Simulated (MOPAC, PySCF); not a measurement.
H₅NOSi, SMILES `[SiH2](N)O`, neutral singlet in the gas phase. 

Cartesian coordinates (Å):
SMILES: O[SiH2]N
```xyz
8

N     -1.3357    -0.0024    -0.1560
Si     0.3036     0.3438     0.1403
O      1.2623    -0.9780    -0.1083
H     -1.8682    -0.5583     0.4929
H     -1.6739    -0.1165    -1.0974
H      0.7129     1.4324    -0.7863
H      0.4268     0.7841     1.5553
H      2.2053    -0.8783     0.0303
```
Charge 0, spin multiplicity 1.

All levels are single points at this geometry (PBE0-D4/def2-TZVP); Pople sets use spherical d functions. Orbital energies aren't observables, and empty levels follow the basis.

HF/STO-3G in PySCF gives gap (eV) = 21.85.

Problem. Estimate the gap (eV) from each of these levels: PBE0-D4/def2-TZVP in PySCF; B3LYP/LANL2DZ in PySCF; M06-2X/6-31G* in PySCF; HF/3-21G in PySCF; HF/6-31G* in PySCF; AM1 in MOPAC; PM6 in MOPAC; PM7 in MOPAC.

Solution. 
```json
[
 {"level": "PBE0-D4/def2-TZVP in PySCF", "gap (eV)": "8.59"},
 {"level": "B3LYP/LANL2DZ in PySCF", "gap (eV)": "8.33"},
 {"level": "M06-2X/6-31G* in PySCF", "gap (eV)": "11.18"},
 {"level": "HF/3-21G in PySCF", "gap (eV)": "16.46"},
 {"level": "HF/6-31G* in PySCF", "gap (eV)": "15.86"},
 {"level": "AM1 in MOPAC", "gap (eV)": "12.02"},
 {"level": "PM6 in MOPAC", "gap (eV)": "10.88"},
 {"level": "PM7 in MOPAC", "gap (eV)": "11.42"}
]
```
